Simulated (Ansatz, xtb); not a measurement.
## GeH2OSb: where a starting geometry ends

The starting geometry of this gas-phase doublet was built from a drawn formula by distance geometry and a force field; its bonds are those of `[O]1[GeH][SbH]1`.

```xyz
5

Ge   -0.6062    4.1505    0.3642
O    -0.5042    2.3641    0.5028
Sb   -0.8955    2.3761   -1.4956
H    -2.0019    4.6375    0.8858
H     0.8149    2.4259   -1.8614
```

**Question.** Where would you expect an optimisation with r2SCAN-D4/def2-SVP to take it?

**Answer.** It keeps its bonds, and is `[O]1[GeH][SbH]1`.

The energy falls by 0.16 eV over 7 steps:

| step | E − E(last) (eV) |
| --- | --- |
| 1 | 0.159 |
| 2 | 0.061 |
| 3 | 0.008 |
| 4 | 0.003 |
| 5 | 0.000 |
| 6 | 0.000 |
| 7 | 0.000 |

Final geometry (Å):

```xyz
5

Ge   -0.6649    4.1925    0.2336
O    -0.6505    2.4020    0.5190
Sb   -0.8175    2.2467   -1.5511
H    -1.9297    4.6533    1.0709
H     0.8698    2.4598   -1.8765
```

From the same start GFN2-xTB ends elsewhere, at `[GeH][O][SbH]`.

No frequencies were run, so the end isn't proven a minimum. Open shells are spin-unrestricted. Atoms past krypton carry core potentials, without spin–orbit terms. Run with Ansatz 0.2.0, 29 s on 1 thread of AMD EPYC 9R45 96-Core Processor (Zen 5), with other jobs on the host.
